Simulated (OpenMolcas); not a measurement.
## Mo2+: the spin-orbit constant, Racah parameters, worked from levels

```yaml
Program: OpenMolcas
Basis: ANO-RCC-VTZP [7s6p4d2f1g]
Scalar_Hamiltonian: DKH2, point nucleus
Active_space: 4 electrons in 9 orbitals (RAS2 4d 5s; RAS3 5p, at most 2 electrons)
State_averaging: 2S+1 = 5 even, 15 roots; 2S+1 = 3 even, 90 roots kept (CI in the orbitals of an earlier block); 2S+1 = 1 even, 90 roots kept (CI in the orbitals of an earlier block, 84 in the spin-orbit step); 2S+1 = 5 odd, 30 roots (21 in the spin-orbit step); 2S+1 = 3 odd, 84 roots kept (CI in the orbitals of an earlier block, 5 in the spin-orbit step); 2S+1 = 1 odd, 89 roots kept (CI in the orbitals of an earlier block, 0 in the spin-orbit step)
Spin-orbit_coupling: RASSI with atomic mean-field integrals over the reference wave functions, term energies averaged over their components
```

Methods: RASSCF; MS-RASPT2, IPEA 0.25 Eh, imaginary shift 0.1 Eh (closed shells correlated: 4s 4p). Measured levels: Sugar and Musgrove, J. Phys. Chem. Ref. Data 17, 155 (1988).

**The spin-orbit constant.** For the Hund term ⁵D of d4, E(J) = (A/2) J(J+1) + constant and ζ = 2S·A = 4A. From J = 0 to J = 4 the energy changes by 10 A.

```json
{"Source": "RASSCF", "E(4) - E(0)": "1912.4", "A": "191.2", "ζ": "765"}
{"Source": "MS-RASPT2", "E(4) - E(0)": "1936.8", "A": "193.7", "ζ": "775"}
{"Source": "measured", "E(4) - E(0)": "1872.3", "A": "187.2", "ζ": "749"}
```

All in cm-1. MS-RASPT2 is off by +3.4 % and RASSCF by +2.1 %. Both methods take the spin-orbit matrix elements from the reference wave functions, so the second can move ζ only through the term energies and any multistate remixing. Second-order mixing with other terms is absorbed into this ζ.

**Racah parameters.** Above ⁵D, d4 has ³G at 9B + 4C, ³H at 4B + 4C and ³D at 16B + 4C. The first two fix B and C, and the third tests them; where it misses by thousands of cm-1, two parameters do not describe the configuration (Trees and configuration-interaction terms are left out) and B and C hang on the terms chosen. Term energies are centres of gravity, weighted by 2J + 1.

```tsv
Source	³G	³H	B	C	C/B	³D from B, C	³D found
RASSCF	19696	15640	811	3099	3.82	25372	24502
MS-RASPT2	16396	13315	616	2713	4.40	20708	19617
measured	15172	12145	605	2431	4.02	19404
```

Energies in cm-1. From RASSCF to MS-RASPT2, B changes by -24.0 % and C by -12.5 %. Against the measured terms, MS-RASPT2 has B off by +1.8 % and C by +11.6 %.

CASPT2 does not keep the components of a term degenerate, so their means are used; among the terms shown or strongly mixed into the levels shown the widest spread is 85 cm-1 (4d⁴ ³F(1), MS-RASPT2). Some high roots are left out of the spin-orbit mixing, which shifts the levels that they would mix with. Terms from blocks run as CI alone lack orbitals of their own. Without dynamic correlation excited terms often stand tens of per cent too high (terms of higher spin than the ground term too low), and those without a measured partner can miss by more than the paired ones (holds for RASSCF). Blocks of more than 70 roots (2S+1 = 3 even, 1 even) ran without multistate coupling (holds for MS-RASPT2). Configurations are named by rounded mean occupations; where the s occupation lies near a half they are strongly mixed, a name can repeat and a true partner stay unpaired (holds for MS-RASPT2). Measured partners are found by configuration, term and J. A level has none where our copy of the source lacks it or the pairing is in doubt (some pairs that miss far off the trend of their configuration count as doubtful), and it then counts in no deviation. Levels of configurations outside the active space are missing.

A number in round brackets counts repeated terms of one configuration in the order of the reference energies.
